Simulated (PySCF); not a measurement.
## Two-component Hartree-Fock for Co⁴⁺ (cobalt, charge +4)

Start: [Ar] 3d5; 3d3/2 filled at m_j = -3/2, -1/2, +1/2, +3/2; 3d5/2 filled at m_j = +5/2. Calculated with PySCF 2.14 in x2c-TZVPall-2c: generalised Hartree-Fock with the X2C-1e Hamiltonian and a Gaussian nucleus; one run each with spin-orbit coupling (SO) switched off, then screened by Boettger's factors.

```csv
spinor shell,electrons,"ε, spin-free (eV)","ε, screened SO (eV)",weight of nominal j (screened SO),"rms radius, screened SO (bohr)"
1s1/2,2,-7838.7,-7838.6,1.000,0.0649
2s1/2,2,-1028.3,-1028.3,1.000,0.276
2p1/2,2,-885.86,-896.50,0.974,0.247
2p3/2,4,-885.86,-880.66,0.987,0.249
3s1/2,2,-185.72,-185.72,1.000,0.816
3p1/2,2,-141.49,-142.19,0.663,0.856
3p3/2,4,-141.49,-141.15,0.831,0.860
3d3/2,4,-80.931,-80.956,0.514,0.953
3d5/2,1,-80.931,-80.822,1.000,0.954
```

| quantity | spin-free | screened SO |
| --- | --- | --- |
| E (hartree) | -1388.07380 | -1388.09952 |
| M_J | 5/2 | 5/2 |
| ⟨J²⟩ | 8.751 | 8.751 |
| ⟨L²⟩ | 0.000 | 0.003 |
| ⟨S²⟩ | 8.751 | 8.747 |

Each row is a mean over spinors that exchange with the open shell spreads, by up to 17.559 eV (3p3/2).

Rows whose weight is well below 1 are mixtures of j = l ± 1/2: exchange outweighs spin-orbit coupling there, and the label is only the starting occupation.

Without spin-orbit coupling the j labels of p, d and f shells carry no meaning; the spin-free column gives the mean over the occupied spinors of each nl shell.
